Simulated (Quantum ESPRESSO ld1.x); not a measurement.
The numbers below are computed, except where a source is named.
Pd30+, configuration [Ne] 3s2 3p4. Code: ld1.x of Quantum ESPRESSO 7.5. Model: scalar-relativistic Kohn-Sham, LDA (Slater exchange, VWN5 correlation), spin-polarised, spherical densities, point nucleus; open shells are filled with parallel spins first.

Unscreened Slater integrals over Kohn-Sham orbitals (cm^-1). They are taken over the spin-up orbitals.

integral     value
F0(3p,3p)   599390
F2(3p,3p)   301810
F0(3p,3s)   589290
G1(3p,3s)   382010
F0(3p,2p)   793950
F2(3p,2p)   199900
G0(3p,2p)    79695
G2(3p,2p)    87551
F0(3p,2s)   770280
G1(3p,2s)    63140
F0(3s,3s)   581190
F0(3s,2p)   762130
G1(3s,2p)    77946
F0(3s,2s)   745790
G0(3s,2s)    62152
F0(2p,2p)  1678400
F2(2p,2p)   797270
F0(2p,2s)  1537700
G1(2p,2s)   873600
F0(2s,2s)  1448700

Derived for the open shells (J is the average intra-shell exchange parameter used in DFT+U). 3p: J = F2/5 = 60360 cm^-1.
